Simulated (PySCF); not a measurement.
Vertical excitations of a molecule CH5FO2Si2 from PySCF with TDA-PBE/def2-SVPD, as energy in eV (oscillator strength): 5.35 (0.015), 5.37 (0.010), 5.73 (0.004), 5.85 (0.053), 5.92 (0.016), 6.06 (0.016), 6.14 (0.049), 6.33 (0.043), 6.56 (0.024), 6.80 (0.011). Lowest triplet (TDA): 4.83 eV. Geometry optimised at TPSSh-D3(BJ)/def2-SVP. The values are those of a single conformer.

### Question
Which molecule gave these data?
A) O=C[Si@@H](F)[SiH2]O
B) C[Si]1(F)O[SiH2]O1
C) O[Si@]1(F)CO[SiH2]1
D) O=C[Si@@](O)(F)[SiH3]

### Answer
C, O[Si@]1(F)CO[SiH2]1
